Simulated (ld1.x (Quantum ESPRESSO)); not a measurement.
indium, RRKJ: configuration errors across variants

```
Element                 : indium
Generator               : ld1.x (Quantum ESPRESSO) 7.5
Type                    : norm-conserving RRKJ (Kleinman–Bylander form)
Functional              : PBE
Relativity              : scalar-relativistic
Frozen core             : [Kr]
Valence charge          : 13
Reference configuration : 4d10 5s1 5p0 (charge +2)
Partial waves           : 5p (bound, empty): rc 1.85 bohr; 4d (bound): rc 1.55 bohr; 5s (bound): rc 2.15 bohr
Local potential         : the s channel
Core correction         : none
rho0                    : 0.01
```

All-electron excitation energies from the reference (eV): (1) 4d10 5s2 5p1 -24.598; (2) 4d10 5s2 5p0 -19.235; (3) 4d10 5s0 5p0 28.320; (4) 4d9 5s2 5p2 -6.291; (5) 4d10 5s1 5p2 -18.757; (6) 4d10 5s2 5p1.3 -25.130; (7) 4d10 5s1 5p1 -12.642.

A true bound ghost makes a file unfit for plane-wave use even where its test errors are small: the radial tests pick states by their node count and pass the ghost by.

Errors AE − PS in meV (a dash: test not solved or not reliable):

```tsv
change	(1)	(2)	(3)	(4)	(5)	(6)	(7)	bound ghosts
base	+43	+21	+26	-217	+36	+47	+16	p
core correction a·sin(br)/r model core inside 0.64 bohr	+1.0	-2.9	-20	-326	+6.6	+2.3	+2.6	p
core correction a·sin(br)/r model core inside 0.82 bohr	+1.0	-2.9	-20	-326	+6.6	+2.3	+2.6	p
core correction a·sin(br)/r model core inside 1.04 bohr	+1.0	-2.9	-20	-325	+6.6	+2.4	+2.6	p
core correction a·sin(br)/r model core inside 1.34 bohr	+1.4	-2.6	-19	-312	+6.7	+2.7	+2.6	p
core correction a·sin(br)/r model core inside 1.56 bohr	+2.4	-1.7	-18	-298	+6.9	+3.7	+2.8	p
core correction a·sin(br)/r model core inside 1.66 bohr	+3.6	-0.8	-15	-292	+7.2	+4.9	+3.0	p
core correction a·sin(br)/r model core inside 1.86 bohr	+8.0	+2.4	-7.3	-278	+9.1	+9.3	+3.9	p
```

**Question.** Give the same row for: core correction a·sin(br)/r model core inside 1.20 bohr.

**Answer.** +1.2, -2.7, -20, -320, +6.6, +2.5, +2.6; bound ghosts: p.
